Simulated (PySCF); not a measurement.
**Molecular orbitals of BeBr**

r²SCAN at R = 1.990 Å; PySCF, no relativity, basis sets Be def2-SVP, Br def2-SVP. State: ²Σ⁺ (doublet), unpaired electrons σ ↑. Only the outer orbitals are listed, counted within each symmetry.

| spin | orbital | occ. | ε (eV) | on Be (%) | main shells (%) |
| --- | --- | --- | --- | --- | --- |
| α | 8σ | 1 | -20.09 | 5 | 95 Br s |
| α | 9σ | 1 | -9.87 | 23 | 74 Br p, 17 Be s |
| α | 4π | 1 | -7.96 | 8 | 92 Br p, 8 Be p |
| α | 4π | 1 | -7.96 | 8 | 92 Br p, 8 Be p |
| α | 10σ | 1 | -5.53 | 94 | 63 Be s, 31 Be p |
| α | 5π | 0 | -1.95 | 91 | 91 Be p |
| α | 5π | 0 | -1.95 | 91 | 91 Be p |
| β | 8σ | 1 | -20.05 | 5 | 95 Br s |
| β | 9σ | 1 | -9.75 | 21 | 76 Br p, 13 Be s |
| β | 4π | 1 | -7.94 | 6 | 94 Br p |
| β | 4π | 1 | -7.94 | 6 | 94 Br p |
| β | 10σ | 0 | -2.62 | 95 | 78 Be s, 17 Be p |
| β | 5π | 0 | -0.53 | 92 | 92 Be p |
| β | 5π | 0 | -0.53 | 92 | 92 Be p |

Q: Which are the highest filled and the lowest empty level, where do they sit, and how wide is the gap?

A: Highest filled α 10σ at -5.53 eV (in %: 63 Be s, 31 Be p); lowest empty β 10σ at -2.62 eV (in %: 78 Be s, 17 Be p); the gap at r²SCAN is 2.91 eV.

```json
{
 "bond order (Mayer)": "1.23",
 "⟨S²⟩": "0.753",
 "charge on Be (Mulliken, basis-dependent)": "0.25",
 "charge on Be (Löwdin, basis-dependent)": "0.00",
 "dipole moment (positive dipole means Be(−)Br(+))": "-0.73 D"
}
```

Spin–orbit coupling is left out. The state was picked by a PBE0 search and need not be the measured ground state.
